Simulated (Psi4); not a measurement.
CuI (SMILES [Cu][I]), singlet, at a GFN2-xTB geometry (such geometries of metal compounds can be far from the true shape) (core potentials on I); Psi4 with WB97X/def2-SVPD.

Here is a job for Psi4.
```
memory 2 GB

molecule {
0 1
  Cu   -0.00000000   -0.00000000   -1.55408011
  I     0.00000000    0.00000000    0.85034572
}

set basis def2-svpd
set scf_type pk
set puream true
set d_convergence 1e-8
set dft_radial_points 99
set dft_spherical_points 590

energy('wb97x')
print_variables()
```

The log (banner, timings and long lists left out):

```
   => Loading Basis Set <=

    Name: DEF2-SVPD
    Role: ORBITAL
    Keyword: BASIS

    !!!  WARNING: ECP capability is in beta. Please check occupations closely.  !!!

         ---------------------------------------------------------
                                   SCF
               by Justin Turney, Rob Parrish, Andy Simmonett
                          and Daniel G. A. Smith
                              RKS Reference
         ---------------------------------------------------------

  ==> Geometry <==

    Molecular point group: c2v
    Full point group: C_inf_v

    Geometry (in Angstrom), charge = 0, multiplicity = 1:

       Center              X                  Y                   Z               Mass
    ------------   -----------------  -----------------  -----------------  -----------------
         CU           0.000000000000     0.000000000000    -1.607363687612    62.929597720000
         I            0.000000000000     0.000000000000     0.797062142388   126.904471900000

  Running in c2v symmetry.

  Rotational constants: A = ************  B =      0.06931  C =      0.06931 [cm^-1]
  Rotational constants: A = ************  B =   2077.95772  C =   2077.95772 [MHz]
  Nuclear repulsion =  159.561369267002931

  Charge       = 0
  Multiplicity = 1
  Electrons    = 54
  Nalpha       = 27
  Nbeta        = 27

  ==> Algorithm <==

  SCF Algorithm Type is PK.
  DIIS enabled.
  MOM disabled.
  Fractional occupation disabled.
  Guess Type is SAD.
  Energy threshold   = 1.00e-06
  Density threshold  = 1.00e-08
  Integral threshold = 1.00e-12

  ==> Primary Basis <==

  Basis Set: DEF2-SVPD
    Blend: DEF2-SVPD
    Number of shells: 25
    Number of basis functions: 69
    Number of Cartesian functions: 77
    Spherical Harmonics?: true
    Max angular momentum: 3

  Core potential: DEF2-SVPD
    Number of shells: 4
    Number of ECP primitives: 29
    Number of ECP core electrons: 28
    Max angular momentum: 3

  ==> DFT Potential <==

   => LibXC <=

    Version 7.1.2
    S. Lehtola, C. Steigemann, M. J. T. Oliveira, and M. A. L. Marques,  SoftwareX 7, 1–5 (2018) (10.1016/j.softx.2017.11.002)

   => Composite Functional: WB97X <=

    wB97X Hyb-GGA Exchange-Correlation Functional

    J.-D. Chai and M. Head-Gordon,  J. Chem. Phys. 128, 084106 (2008) (10.1063/1.2834918)

    Deriv               =              1
    GGA                 =           TRUE
    Meta                =          FALSE

    Exchange Hybrid     =           TRUE
[...]
   @RKS iter  11: -1938.11310379310589   -4.35622e-07   3.71929e-06 DIIS
   @RKS iter  12: -1938.11310380590749   -1.28016e-08   3.88282e-07 DIIS
   @RKS iter  13: -1938.11310380658688   -6.79393e-10   1.67668e-07 DIIS
   @RKS iter  14: -1938.11310380666282   -7.59428e-11   3.37563e-08 DIIS
   @RKS iter  15: -1938.11310380666691   -4.09273e-12   5.85586e-09 DIIS
  Energy and wave function converged.

  ==> Post-Iterations <==

   Electrons on quadrature grid:
      Ntotal   =   54.0000012476 ; deviation = 1.248e-06

    Orbital Energies [Eh]
    ---------------------

    Doubly Occupied:

[...]
    Virtual:

[...]
    Final Occupation by Irrep:
             A1    A2    B1    B2
    DOCC [    13,    2,    6,    6 ]
    NA   [    13,    2,    6,    6 ]
    NB   [    13,    2,    6,    6 ]

  @RKS Final Energy: -1938.11310380666691

   => Energetics <=

    Nuclear Repulsion Energy =            159.5613692670029309
    One-Electron Energy =               -3123.9535691792161742
    Two-Electron Energy =                1094.7922570028315477
    DFT Exchange-Correlation Energy =     -68.5131608972853314
    Empirical Dispersion Energy =           0.0000000000000000
    VV10 Nonlocal Energy =                  0.0000000000000000
    Total Energy =                      -1938.1131038066669134

Computation Completed

Properties will be evaluated at   0.000000,   0.000000,   0.000000 [a0]

Properties computed using the SCF density matrix

 Multipole Moments:

 ------------------------------------------------------------------------------------
     Multipole            Electronic (a.u.)      Nuclear  (a.u.)        Total (a.u.)
 ------------------------------------------------------------------------------------

 L = 1.  Multiply by 2.5417464519 to convert [e a0] to [Debye]
 Dipole X            :          0.0000000            0.0000000            0.0000000
 Dipole Y            :          0.0000000            0.0000000            0.0000000
 Dipole Z            :         48.2498315          -50.4311086           -2.1812771
 Magnitude           :                                                    2.1812771

 ------------------------------------------------------------------------------------

  Variable Map:
  ----------------------------------------------------------------------------
[...]
  Array Variable Map:
  ----------------------------------------------------------------------------
[...]
[...]
```
